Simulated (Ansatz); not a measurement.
Strength of the Ge–S bond: GeH2(CH3)(SH) → GeH2(CH3) + HS

Species: GeH2(CH3)(SH), singlet; GeH2(CH3), doublet; HS, doublet. 

Shapes, held fixed at every level: PBE0-D4/def2-TZVP. Flexible molecules stand in one conformer, not always the lowest. Programs: Ansatz 0.2.0. The zero-point and thermal change to 298 K, harmonic and unscaled (PBE0-D4/def2-TZVP), is -10.2 kJ/mol.

Problem. Estimate ΔH(298 K) of this reaction.

Solution. The highest level, CCSD(T)/def2-TZVPP, gives ΔH(298 K) = +332.9 kJ/mol; the levels span +231.0 to +332.9. The column of differences is taken from that level and isn't an error. Hartree–Fock misses the correlation of the pair that is broken and comes out low. No measured value is set beside it here. Open shells run unrestricted unless RO is named. Relativity is left out for Ge unless named. Correlated rows may include outer-core shells of Ge, which these sets cover unevenly.

```tsv
level	kind	ΔH(298 K) (kJ/mol)	less CCSD(T)/def2-TZVPP
HF/def2-TZVPP	Hartree–Fock	+231.0	-101.9
r2SCAN-D4/def2-TZVPP	meta-GGA	+329.4	-3.5
B3LYP-D4/def2-TZVPP	global hybrid	+324.0	-8.9
BHLYP-D4/def2-TZVPP	global hybrid	+320.2	-12.7
B2PLYP/def2-TZVPP	double hybrid	+325.9	-7.0
MP2/def2-SVP	perturbation theory	+320.8	-12.1
CCSD/def2-SVP	coupled cluster or CI	+302.2	-30.7
CCSD(T)/def2-TZVPP	coupled cluster or CI	+332.9	0.0
```
